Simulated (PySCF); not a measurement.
B(Br)2(Me) (CH3BBr2), SMILES BrB(Br)C.

Geometry: B3LYP-D3(BJ)/def2-SVP.

Two levels are set side by side: PBE/def2-TZVP (PySCF) and M06-2X/def2-TZVP (PySCF). Same geometry, gas phase. Differences are taken from unrounded values.

```json
[
 {"quantity": "orbital gap (eV)", "PBE": "4.46"},
 {"quantity": "highest occupied level (eV)", "PBE": "-6.94"},
 {"quantity": "lowest empty level (eV)", "PBE": "-2.48"},
 {"quantity": "dipole moment (D)", "PBE": "1.34"},
 {"quantity": "mean polarisability (bohr³)", "PBE": "67.9"}
]
```

Q: These are the PBE values. What does M06-2X give? (Estimate from the structure and the level; the computed values follow.)

A: 
| quantity | M06-2X | PBE minus M06-2X |
|---|---|---|
| orbital gap (eV) | 8.68 | -4.23 |
| highest occupied level (eV) | -9.44 | 2.50 |
| lowest empty level (eV) | -0.75 | -1.73 |
| dipole moment (D) | 1.48 | -0.14 |
| mean polarisability (bohr³) | 64.9 | 2.9 |

PBE's occupied levels lie high since its potential decays too fast outside the molecule; exact exchange lowers them and widens the gap. Loosely held outer electrons make PBE densities more polarisable. Differences between two approximate levels are no errors against the true value.

Rough cost on one machine, each run with all the roots and properties that it gave: M06-2X against PBE about 4 times.
